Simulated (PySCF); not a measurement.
Job for PySCF: R-HF/3-21G on CH6SSi (SMILES C[SiH2]S), a point of a torsion scan.

```python
from pyscf import gto, scf, dft, mp
from pyscf.data.elements import chemcore

mol = gto.M(
    atom='''
    C    -1.03928473    0.55525840    0.13754091
    Si    0.24013948   -0.82781214   -0.06328083
    S     2.18939269   -0.10424218    0.51318566
    H    -2.01675631    0.22592378   -0.20129581
    H    -0.76482193    1.43321363   -0.44193258
    H    -1.13797947    0.86519145    1.17536048
    H    -0.06718475   -1.96573566    0.79940763
    H     0.43926572   -1.21477241   -1.45130586
    H     1.87631506    0.20283672    1.76286384
    ''',
    basis='3-21g',
    charge=0, spin=0, verbose=3, max_memory=1800)
mf = scf.RHF(mol)
mf.conv_tol = 1e-8
mf.max_cycle = 100
mf.kernel()
if not mf.converged:
    mf = mf.newton().run(mf.mo_coeff, mf.mo_occ)
```

The log:

```
converged SCF energy = -724.114867064462
```

The calculation finished and met its thresholds.

Cost: roughly 0.3 core-seconds.
